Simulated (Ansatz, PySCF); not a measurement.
CH10O2Si3, SMILES C[Si@H](O)O[SiH2][SiH3]. Atoms are numbered in the order given.

```xyz
16

C     -2.9977    -0.1138     0.6749
Si    -1.4530     0.3659    -0.2524
O     -0.8185    -0.9038    -1.1363
O     -0.3300     0.8748     0.8654
Si     1.3297     0.9648     1.0323
Si     2.3837    -0.7099    -0.2485
H     -3.7851    -0.4563    -0.0153
H     -3.3877     0.7455     1.2439
H     -2.7895    -0.9227     1.3947
H     -1.6859     1.4358    -1.2512
H     -0.7455    -1.7622    -0.7023
H      1.8148     2.3147     0.6140
H      1.6594     0.7824     2.4757
H      1.7891    -2.0447     0.0667
H      3.8336    -0.7602     0.1175
H      2.2721    -0.4508    -1.7108
```

Coordinates come from a B3LYP-D3(BJ)/def2-SVP optimisation. The structure was generated by enumeration; whether it is a known compound was not checked. One conformer was computed; it need not be the lowest.

Two levels are set side by side: PBE-D3(BJ)/def2-SVP (Ansatz, an electronic-structure program) and B3LYP-D3(BJ)/def2-SVP (Ansatz). Each level has its own optimised geometry; the coordinates shown are those of the second. Frequencies come from the Hessian of PySCF at each geometry. Differences are taken from unrounded values.

| quantity | B3LYP-D3(BJ) |
|---|---|
| mean bond length (Å) | 1.497 |
| bond C1–Si2 (Å) | 1.864 |
| bond Si2–O3 (Å) | 1.672 |
| bond Si2–O4 (Å) | 1.664 |
| bond O4–Si5 (Å) | 1.671 |
| bond Si5–Si6 (Å) | 2.357 |
| bond C1–H7 (Å) | 1.102 |
| bond C1–H8 (Å) | 1.102 |
| bond C1–H9 (Å) | 1.103 |
| bond Si2–H10 (Å) | 1.482 |
| bond O3–H11 (Å) | 0.965 |
| bond Si5–H12 (Å) | 1.494 |
| bond Si5–H13 (Å) | 1.492 |
| bond Si6–H14 (Å) | 1.495 |
| bond Si6–H15 (Å) | 1.496 |
| bond Si6–H16 (Å) | 1.489 |
| highest harmonic wavenumber (cm⁻¹) | 3870 |
| mean harmonic wavenumber (cm⁻¹) | 1120 |
| zero-point energy (kcal/mol) | 67.27 |

**Question.** What does PBE-D3(BJ) give, and how far is it from B3LYP-D3(BJ)? (Estimate from the structure and the level; the computed values follow.)

**Answer.** 
| quantity | PBE-D3(BJ) | PBE-D3(BJ) minus B3LYP-D3(BJ) |
|---|---|---|
| mean bond length (Å) | 1.507 | 0.011 |
| bond C1–Si2 (Å) | 1.870 | 0.005 |
| bond Si2–O3 (Å) | 1.686 | 0.014 |
| bond Si2–O4 (Å) | 1.680 | 0.016 |
| bond O4–Si5 (Å) | 1.686 | 0.015 |
| bond Si5–Si6 (Å) | 2.361 | 0.004 |
| bond C1–H7 (Å) | 1.109 | 0.007 |
| bond C1–H8 (Å) | 1.109 | 0.007 |
| bond C1–H9 (Å) | 1.109 | 0.007 |
| bond Si2–H10 (Å) | 1.496 | 0.014 |
| bond O3–H11 (Å) | 0.974 | 0.009 |
| bond Si5–H12 (Å) | 1.508 | 0.014 |
| bond Si5–H13 (Å) | 1.505 | 0.013 |
| bond Si6–H14 (Å) | 1.508 | 0.013 |
| bond Si6–H15 (Å) | 1.509 | 0.013 |
| bond Si6–H16 (Å) | 1.502 | 0.013 |
| highest harmonic wavenumber (cm⁻¹) | 3756 | -114 |
| mean harmonic wavenumber (cm⁻¹) | 1088 | -33 |
| zero-point energy (kcal/mol) | 65.31 | -1.96 |

Exact exchange shortens and stiffens bonds; PBE has none. Differences between two approximate levels are no errors against the true value.
